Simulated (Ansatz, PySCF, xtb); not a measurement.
Pair of molecules: HCl (SMILES Cl) (first 2 atoms) with SiH4 (SMILES [SiH4]); geometry from B3LYP-D3(BJ)/def2-TZVP, rigid monomers moved along the line of their centres of mass till Cl1···Si3 is 5.28 Å.
(charge 0, multiplicity 1):
```xyz
7

Cl     0.626     1.138    -0.225
H      1.119    -0.034    -0.058
Si    -0.505    -0.558     4.648
H     -0.642     0.912     4.729
H     -1.487    -1.105     3.685
H     -0.743    -1.154     5.983
H      0.863    -0.907     4.202
```

Counterpoise-corrected where a basis set is named; no monomer relaxation. Rows marked so take none.

Frozen-core correlation. CBS(a, b) extrapolates the correlation energy as X⁻³ and adds the Hartree–Fock energy of set b. Rows in 6-31G*, LANL2DZ carry no dispersion term and start afresh at each structure (6-31G* with six Cartesian d functions). LANL2DZ brings its own core potentials from Na on.

Programs: Ansatz (Gaussian orbitals); PySCF for 6-31G* rows, LANL2DZ rows, the dispersion terms; xtb for the GFN methods. Each number belongs to the level named beside it.

```json
[
 {"level": "GFN1-xTB", "interaction energy (meV)": "-9.7"},
 {"level": "HF/6-31G*", "interaction energy (meV)": "-1.8"},
 {"level": "B3LYP/LANL2DZ (no counterpoise)", "interaction energy (meV)": "-3.8"},
 {"level": "B3LYP/def2-TZVPPD", "interaction energy (meV)": "1.4"},
 {"level": "PBE0/def2-TZVPPD", "interaction energy (meV)": "-4.2"},
 {"level": "PBE0-D4/def2-TZVPPD", "interaction energy (meV)": "-10.2"},
 {"level": "MP2/aug-cc-pV(D+d)Z", "interaction energy (meV)": "…"},
 {"level": "SCS-MP2/aug-cc-pV(D+d)Z", "interaction energy (meV)": "…"},
 {"level": "CCSD(T)/CBS(aug-cc-pV(D+d)Z, aug-cc-pV(T+d)Z)", "interaction energy (meV)": "-9.6"}
]
```

**Question.** Fill in the missing entries.

**Answer.** 
- MP2/aug-cc-pV(D+d)Z, interaction energy (meV): -9.1
- SCS-MP2/aug-cc-pV(D+d)Z, interaction energy (meV): -7.4

Ansatz is a first-principles code.
